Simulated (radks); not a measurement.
Spherical jellium clusters: N electrons in a uniform positive sphere of charge N and radius rs N^(1/3), rs = 2.92 bohr. Method: non-relativistic Kohn-Sham, LDA (Slater exchange, Perdew-Wang correlation), spin-polarised, spherical densities; computed with a radial shooting solver with Libxc functionals. Levels are named by radial order and angular momentum (1s, 1p, 1d, 2s, ...), and open shells are averaged over m.

N = 4, configuration 1s2 1p(up 2, down 0). This is the lowest configuration that the search found. Occupied and some empty levels:

| level | occupation | eigenvalue (eV) | <r> (bohr) |
|---|---|---|---|
| 1s up | 1 | -6.0235 | 3.439 |
| 1s down | 1 | -5.2857 | 3.422 |
| 1p up | 2 | -3.0969 | 4.683 |
| 1p down | 0 | -2.3654 | 4.878 |
| 2s up | 0 | -0.82500 | 7.864 |
| 2s down | 0 | -0.56888 | 8.749 |
| 1d up | 0 | -0.44814 | 7.037 |
| 1d down | 0 | -0.037749 | 8.868 |

Energy (eV): total -4.43722, kinetic 11.489, external -103.79, Hartree 48.431, exchange-correlation -16.923, background 56.358.

Electron density:

| r (bohr) | n(r) (e/bohr^3) |
|---|---|
| 0.176 | 0.01190 |
| 0.618 | 0.01185 |
| 1.06 | 0.01170 |
| 1.50 | 0.01138 |
| 1.94 | 0.01081 |
| 2.39 | 0.009936 |
| 2.83 | 0.008755 |
| 3.27 | 0.007343 |
| 3.71 | 0.005832 |
| 4.16 | 0.004379 |
| 4.60 | 0.003121 |
| 5.04 | 0.002131 |
| 5.48 | 0.001413 |
| 5.92 | 0.0009164 |
| 6.37 | 0.0005853 |
| 6.81 | 0.0003694 |
| 7.25 | 0.0002311 |
| 7.69 | 0.0001435 |
| 8.13 | 0.00008872 |
| 8.58 | 0.00005465 |
